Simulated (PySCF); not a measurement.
## C: excitation energy

C [He] 2s2 2p2 (3P) → C [He] 2s1 2p3 (5S), as a difference of total energies. Computed with PySCF 2.14 in x2c-TZVPPall with one added diffuse shell each of s, p, d type (6s4p3d1f, 40 functions), with the spin-free X2C one-electron Hamiltonian (Gaussian nucleus). Correlated levels: valence: 1s2 frozen. The calculations carry no spin-orbit coupling.

```json
{"method": "UHF", "excitation energy (eV)": "2.584", "error (eV)": "-1.595"}
{"method": "MP2 (valence)", "excitation energy (eV)": "3.667", "error (eV)": "-0.512"}
{"method": "SCS-MP2 (valence)", "excitation energy (eV)": "4.216", "error (eV)": "+0.037"}
{"method": "CCSD (valence)", "excitation energy (eV)": "4.036", "error (eV)": "-0.143"}
{"method": "CCSD(T) (valence)", "excitation energy (eV)": "4.085", "error (eV)": "-0.094"}
```

Reference: 4.179 eV (measured; NIST levels, between the centres of gravity of the two terms).

Errors of the correlated levels include the incompleteness of this basis and the frozen core.
